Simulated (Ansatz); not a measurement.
C3H9AlO, SMILES `CCC[O][AlH2]`: the same geometry under several functionals.

```yaml
crystal:
  periodic: [false, false, false]
  atoms:
    - {symbol: C, position_ang: [-1.185220, 0.910668, 1.621487]}
    - {symbol: C, position_ang: [0.065214, 0.422686, 0.911586]}
    - {symbol: C, position_ang: [-0.252447, -0.565396, -0.192527]}
    - {symbol: O, position_ang: [0.914591, -1.052945, -0.794834]}
    - {symbol: Al, position_ang: [1.583921, -0.896178, -2.334954]}
    - {symbol: H, position_ang: [-0.940728, 1.623060, 2.411672]}
    - {symbol: H, position_ang: [-1.728999, 0.080810, 2.081395]}
    - {symbol: H, position_ang: [-1.868518, 1.408579, 0.927669]}
    - {symbol: H, position_ang: [0.746044, -0.058705, 1.620387]}
    - {symbol: H, position_ang: [0.610481, 1.269603, 0.480303]}
    - {symbol: H, position_ang: [-0.808711, -1.413075, 0.228941]}
    - {symbol: H, position_ang: [-0.912671, -0.086916, -0.932312]}
    - {symbol: H, position_ang: [0.794545, -0.060393, -3.426980]}
    - {symbol: H, position_ang: [2.969595, -1.611100, -2.572930]}
basis:
  gaussian: {orbitals: def2-TZVPP}
hamiltonian: {xc: {name: wB97M-V}}
output: {forces: true, orbitals: {seedname: orbitals}}
```

```sh
$ ansatz run in.yaml --threads 4 --pin off --events-out ev --progress --plain --max-ram 10444MiB
```

Shortened log:

```
Functional definition: wB97M-V
1494 factors; their error is unknown
396 factors; integrals over basis functions are off by at most 1.3e-5 eV
mean field evaluation 1: about -11895.1894 eV, gradient 5.8e1 eV
mean field evaluation 2: about -11894.9952 eV, gradient 6.3e1 eV
mean field evaluation 4: about -11901.9407 eV, gradient 2.7e0 eV
mean field evaluation 8: about -11901.9683 eV, gradient 1.2e-1 eV
mean field evaluation 16: about -11901.9488 eV, gradient 2.1e-4 eV
mean field -11901.94882793 eV, -437.3885519959 hartree, gradient 5.0e-5 eV, S^2 0.000000; 0 other end points of the search recorded, 0 dependent functions left out
reference -11901.94889177 eV, -437.3885543419 hartree; 24, 24 occupied and 268, 268 virtual orbitals, 1494 factors
Total energy: -11901.94889177 eV, -437.3885543419 hartree
Atom 0 at    -1.185220     0.910668     1.621487 Å, force    -0.176134     0.068957     0.099980 eV/Å
Atom 1 at     0.065214     0.422686     0.911586 Å, force     0.231212     0.049451     0.034153 eV/Å
Atom 2 at    -0.252447    -0.565396    -0.192527 Å, force    -0.357785    -0.017788     0.043527 eV/Å
Atom 3 at     0.914591    -1.052945    -0.794834 Å, force     0.185575    -0.073288    -0.051103 eV/Å
Atom 4 at     1.583921    -0.896178    -2.334954 Å, force     0.113835     0.001077    -0.197765 eV/Å
Atom 5 at    -0.940728     1.623060     2.411672 Å, force    -0.020879    -0.055190    -0.061221 eV/Å
Atom 6 at    -1.728999     0.080810     2.081395 Å, force     0.042517     0.055717    -0.036043 eV/Å
Atom 7 at    -1.868518     1.408579     0.927669 Å, force     0.051744    -0.037568     0.044368 eV/Å
Atom 8 at     0.746044    -0.058705     1.620387 Å, force    -0.052184     0.031111    -0.056854 eV/Å
Atom 9 at     0.610481     1.269603     0.480303 Å, force    -0.038612    -0.062675     0.025511 eV/Å
Atom 10 at    -0.808711    -1.413075     0.228941 Å, force     0.042920     0.076515    -0.034033 eV/Å
Atom 11 at    -0.912671    -0.086916    -0.932312 Å, force     0.054398    -0.033577     0.052497 eV/Å
Atom 12 at     0.794545    -0.060393    -3.426980 Å, force     0.077392    -0.084926     0.117425 eV/Å
Atom 13 at     2.969595    -1.611100    -2.572930 Å, force    -0.153999     0.082184     0.019558 eV/Å
Dipole moment:    -0.154983     0.111009     0.033279 e Å
```

It took 15 s on 4 threads of an Arm Neoverse V1 on a shared host, with 1.1 GiB of host memory at the peak.

With the line `hamiltonian: {xc: {name: LC-wPBE}}` and no forces (abridged; 3.3 s):

```
Functional definition: LC-wPBE
mean field evaluation 16: about -11899.7329 eV, gradient 2.0e-4 eV
mean field -11899.73285947 eV, -437.3071166569 hartree, gradient 5.4e-5 eV, S^2 0.000000
Total energy: -11899.73285948 eV, -437.3071166572 hartree
```

Changing it to `hamiltonian: {xc: hse06, dispersion: d4}` and no forces (abridged; 4.1 s):

```
Functional definition: HSE06
mean field evaluation 16: about -11895.1529 eV, gradient 2.3e-4 eV
mean field -11895.15285081 eV, -437.1388044432 hartree, gradient 6.6e-5 eV, S^2 0.000000
Total energy: -11895.34538448 eV, -437.1458799249 hartree
```

Changing it to `hamiltonian: {xc: {name: revPBE}, dispersion: d4}` and no forces (abridged; 2.5 s):

```
Functional definition: revPBE
mean field evaluation 16: about -11901.7821 eV, gradient 1.2e-4 eV
mean field -11901.78212801 eV, -437.3824258866 hartree, gradient 4.7e-5 eV, S^2 0.000000
Total energy: -11902.60038398 eV, -437.4124962390 hartree
```

With the line `hamiltonian: {xc: {name: B97M-V}}` and no forces (abridged; 12 s):

```
Functional definition: B97M-V
mean field evaluation 16: about -11903.1473 eV, gradient 3.2e-3 eV
mean field -11903.14730307 eV, -437.4325951446 hartree, gradient 4.9e-5 eV, S^2 0.000000
Total energy: -11903.14738182 eV, -437.4325980387 hartree
```

The same input with `hamiltonian: {xc: pbe0, dispersion: d4}` and no forces (abridged; 3.7 s):

```
Functional definition: PBE0
mean field evaluation 16: about -11895.6277 eV, gradient 4.9e-5 eV
mean field -11895.62767434 eV, -437.1562538860 hartree, gradient 4.9e-5 eV, S^2 0.000000
Total energy: -11895.83560723 eV, -437.1638952786 hartree
```

HSE06 is the plane-wave form, built on full-range PBE exchange.
